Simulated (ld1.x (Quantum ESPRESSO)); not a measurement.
C: one change to an RRKJ potential, before and after

```json
{"Element": "C (Z = 6)", "Generator": "ld1.x (Quantum ESPRESSO) 7.5", "Type": "norm-conserving RRKJ (Kleinman–Bylander form)", "Functional": "LDA (PZ)", "Relativity": "scalar-relativistic", "Frozen core": "[He]", "Valence charge": "4", "Reference configuration": "2s2 2p2", "Partial waves": "2s (bound): rc 1.00 bohr; 2p (bound): rc 2.95 bohr", "Local potential": "the p channel", "Core correction": "none", "rho0": "0.01"}
```

Change: wave 2p (bound): rc 2.95 bohr becomes 2p (bound): rc 2.18 bohr.

Cutoffs: the cutoffs (Ry, on a coarse ladder) from which the occupation-weighted sum of valence levels, in a spherical-Bessel basis at the reference potential, stays within 10 and 1 mRy of its value at 400 Ry; they do not see the model core or the augmentation charge, which bear on the density cutoff. Errors are all-electron minus pseudo energies relative to the spin-unpolarised reference configuration.

Task: What does the change do?

Result: The potential gets neither clearly harder nor softer (50 Ry and 90 Ry → 50 Ry and 80 Ry); the s channel sets the loose cutoff, while the largest relative change is in p, which becomes harder; of the 9 tests that both files solve, the error grows in 1 and shrinks in 8 by more than 15 % and 0.3 meV (median size 88.0 → 26.1 meV); neither file shows a bound ghost.

```csv
quantity,base,changed
"cutoff, loose",50 Ry,50 Ry
"cutoff, tight",90 Ry,80 Ry
loose cutoff by channel (10 mRy a level),"s 40 Ry, p 15 Ry","s 40 Ry, p 21 Ry"
bound ghosts,none,none
"error for 2s2 2p1, meV [ΔE 10.99 eV]",+104,+26
"error for 2s2 2p0, meV [ΔE 35.25 eV]",+1034,+357
"error for 2s1 2p0, meV [ΔE 83.22 eV]",+2111,+843
"error for 2s0 2p4, meV [ΔE 16.52 eV]",-88,+8.2
"error for 2s2 2p1.5, meV [ΔE 4.03 eV]",+11,+1.8
"error for 2s2 2p2.3, meV [ΔE -1.20 eV]",-0.8,-0.4
"error for 2s1 2p3, meV [ΔE 8.24 eV]",-23,+1.5
"error for 2s2 2p2 (spin-polarised), meV [ΔE -1.13 eV]",+18,+82
"error for 2s2 2p1 (spin-polarised), meV [ΔE 10.59 eV]",+95,+54
```
